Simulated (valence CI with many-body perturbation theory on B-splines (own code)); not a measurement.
# Questions on Gd LI

Level of theory: valence CI with perturbative core correlation (CI+MBPT): four valence electrons over a frozen Dirac-Fock core [Ne], radial functions for each j: 9 s, 9 p, 8 d, 6 f, 3 g, 1 h, with the one-electron correlation potential Σ1, the two-electron term Σ2, the three-electron term Σ3, Breit, model QED; selected CI, second order for the rest, scaled by the run's own slope (own B-spline code, finite nucleus).

No measured spectrum was set against this ion. As an estimate, large intervals hold to a few tenths of a per cent, small ones and those within an open d or f shell to about a per cent.

Levels are named by their leading jj configuration (3d3/2^4 stands for four electrons in 3d with j = 3/2), which in mixed levels can hold well under half, so a name can repeat and another be missing.

Rates and lifetimes use the calculated energies. Strong lines usually hold to 10 to 20 %, long lifetimes can be off by a factor of two.

(1) What is the ground level?

(2) What are the static dipole polarisabilities of the lowest levels?

(3) Name the longest-lived excited levels whose lifetime is computed, and their main decay.

(4) What is the ionisation energy?

(5) Where does the other parity begin?

Answers

(1) (3s^2 3p1/2^2) J=0, composition 70 % 3s²3p² ³P + 29 % 3s²3p² ¹S.

(2) (3s^2 3p1/2^2) J=0 0.00505 bohr³, of which the core gives 8.69e-05.

(3) (3s^2 3p1/2 3p3/2) J=2 at 178.92 eV lives 3.44 μs, mostly by E2 to (3s^2 3p1/2^2) J=0; (3s^2 3p3/2 3d5/2) J=4 at 577.01 eV lives 32.9 ns, mostly by M1 to (3s^2 3p1/2 3d5/2) J=3; (3s^2 3p1/2 3p3/2) J=1 at 171.00 eV lives 30.6 ns, mostly by M1 to (3s^2 3p1/2^2) J=0.

(4) 4579.8 eV; NIST lists 4578 ± 4 eV (theoretical).

(5) At (3s 3p1/2^2 3p3/2) J=2, 304.47 eV.
